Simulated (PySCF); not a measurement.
# Two-component Hartree-Fock for Hf³⁹⁺ (hafnium, charge +39)

Start: [Ar] 3d10 4s2 4p3; 4p1/2 filled at m_j = -1/2, +1/2; 4p3/2 filled at m_j = +3/2. Calculated with PySCF 2.14 in an even-tempered Gaussian basis (16 s from 4.6 bohr⁻², ratio 2.8; 13 p from 5.9 bohr⁻², ratio 2.8; 8 d from 11 bohr⁻², ratio 2.8; 4 f from 27 bohr⁻², ratio 3): generalised Hartree-Fock with the X2C-1e Hamiltonian and a Gaussian nucleus; one run each with spin-orbit coupling (SO) switched off, then screened by Boettger's factors.

```tsv
spinor shell	electrons	ε, spin-free (eV)	ε, screened SO (eV)	weight of nominal j (screened SO)	rms radius, screened SO (bohr)
1s1/2	2	-67476.0	-67454.0	1.000	0.0215
2s1/2	2	-13138.4	-13129.7	1.000	0.0868
2p1/2	2	-11755.2	-12604.9	1.000	0.0739
2p3/2	4	-11755.2	-11402.5	1.000	0.0811
3s1/2	2	-4341.1	-4336.7	1.000	0.220
3p1/2	2	-3917.2	-4108.6	1.000	0.211
3p3/2	4	-3917.2	-3833.6	1.000	0.225
3d3/2	4	-3426.8	-3459.3	1.000	0.197
4s1/2	2	-1994.6	-1993.0	1.000	0.465
4p1/2	2	-1854.0	-1904.0	0.999	0.457
4p3/2	1	-1854.0	-1822.7	1.000	0.477
```

(1) Where does 3d5/2 lie, and what is the 3d spin-orbit splitting (screened SO)?

```csv
quantity,spin-free,screened SO
E (hartree),-14122.07395,-14140.35930
M_J,3/2,3/2
⟨J²⟩,3.750,3.751
⟨L²⟩,0.000,2.514
⟨S²⟩,3.750,1.566
```

Each row is a mean over spinors that exchange with the open shell spreads, by up to 13.662 eV (4s1/2).

Breit and QED terms are absent; they matter most for the inner s and p1/2 levels.

Densities and radii are taken from the X2C orbitals without a picture-change correction, which distorts them close to the nucleus.

Without spin-orbit coupling the j labels of p, d and f shells carry no meaning; the spin-free column gives the mean over the occupied spinors of each nl shell.

Answers

(1) At -3399.5 eV, 59.823 eV above 3d3/2.
